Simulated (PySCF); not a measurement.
Job for PySCF: U-HF/LANL2DZ on CH4OPb (SMILES C[O][PbH]), a point of a bond scan (R = 6.011 Å).

```python
from pyscf import gto, scf, dft, mp
from pyscf.data.elements import chemcore

mol = gto.M(
    atom='''
    Pb   -0.18088400   -0.24647814    0.34040536
    H    -3.53164454   -1.83162883   -4.39107675
    O     1.00528976    1.06933301   -0.77910563
    C     0.89711151    1.34866124   -2.15568911
    H     0.71053154    2.41844853   -2.30633806
    H     1.83700100    1.10003060   -2.66238683
    H     0.08796474    0.78793494   -2.63935184
    ''',
    basis='lanl2dz',
    ecp={'Pb': 'lanl2dz'},
    charge=0, spin=0, verbose=3, max_memory=1800)
mf = scf.UHF(mol)
mf.conv_tol = 1e-8
mf.max_cycle = 100
mf.init_guess_breaksym = True
mf.kernel()
if not mf.converged:
    mf = mf.newton().run(mf.mo_coeff, mf.mo_occ)
for _ in range(4):
    mo, _, stable, _ = mf.stability(return_status=True)
    if stable:
        break
    mf.kernel(mf.make_rdm1(mo, mf.mo_occ))
```

It printed:

```
converged SCF energy = -118.131029920954  <S^2> = 7.8279856e-07  2S+1 = 1.0000016
<class 'pyscf.scf.uhf.UHF'> wavefunction has an internal instability
converged SCF energy = -118.288996634023  <S^2> = 1.0020623  2S+1 = 2.2379118
<class 'pyscf.scf.uhf.UHF'> wavefunction is stable in the internal stability analysis
```

The calculation finished and met its thresholds. Its determinant has ⟨S²⟩ = 1.00, a mixture of spin states.

Cost: around 1.8 core-seconds (rough).
